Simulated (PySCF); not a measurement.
## Spinor energies of Ge⁺ (germanium, charge +1)

Start: [Ar] 3d10 4s2 4p1; 4p1/2 filled at m_j = +1/2. Calculated with PySCF 2.14 in x2c-TZVPPall-2c with one added diffuse shell each of s, p, d type (7s8p5d1f, 63 functions): generalised Hartree-Fock with the X2C-1e Hamiltonian and a Gaussian nucleus; spin-orbit coupling (SO) screened by Boettger's factors.

```json
{"spinor shell": "1s1/2", "electrons": "2", "ε, screened SO (eV)": "-11188.4", "weight of nominal j (screened SO)": "1.000", "rms radius, screened SO (bohr)": "0.0542"}
{"spinor shell": "2s1/2", "electrons": "2", "ε, screened SO (eV)": "-1463.1", "weight of nominal j (screened SO)": "1.000", "rms radius, screened SO (bohr)": "0.227"}
{"spinor shell": "2p1/2", "electrons": "2", "ε, screened SO (eV)": "-1296.8", "weight of nominal j (screened SO)": "1.000", "rms radius, screened SO (bohr)": "0.201"}
{"spinor shell": "2p3/2", "electrons": "4", "ε, screened SO (eV)": "-1264.4", "weight of nominal j (screened SO)": "1.000", "rms radius, screened SO (bohr)": "0.204"}
{"spinor shell": "3s1/2", "electrons": "2", "ε, screened SO (eV)": "-210.57", "weight of nominal j (screened SO)": "1.000", "rms radius, screened SO (bohr)": "0.667"}
{"spinor shell": "3p1/2", "electrons": "2", "ε, screened SO (eV)": "-153.99", "weight of nominal j (screened SO)": "1.000", "rms radius, screened SO (bohr)": "0.693"}
{"spinor shell": "3p3/2", "electrons": "4", "ε, screened SO (eV)": "-149.23", "weight of nominal j (screened SO)": "1.000", "rms radius, screened SO (bohr)": "0.705"}
{"spinor shell": "3d3/2", "electrons": "4", "ε, screened SO (eV)": "-52.988", "weight of nominal j (screened SO)": "0.998", "rms radius, screened SO (bohr)": "0.812"}
{"spinor shell": "4s1/2", "electrons": "2", "ε, screened SO (eV)": "-23.416", "weight of nominal j (screened SO)": "0.996", "rms radius, screened SO (bohr)": "2.25"}
{"spinor shell": "4p1/2", "electrons": "1", "ε, screened SO (eV)": "-15.735", "weight of nominal j (screened SO)": "0.971", "rms radius, screened SO (bohr)": "2.77"}
```

(1) Where does 3d5/2 lie, and what is the 3d spin-orbit splitting (screened SO)?

```tsv
quantity	screened SO
E (hartree)	-2096.82033
M_J	1/2
⟨J²⟩	0.850
⟨L²⟩	2.044
⟨S²⟩	0.766
```

Each row is a mean over spinors that exchange with the open shell spreads, by up to 0.465 eV (3p1/2).

⟨J²⟩ departs a little from M_J(M_J + 1) because the unrestricted spinors polarise the closed shells.

Answers

(1) At -52.305 eV, 0.683 eV above 3d3/2.
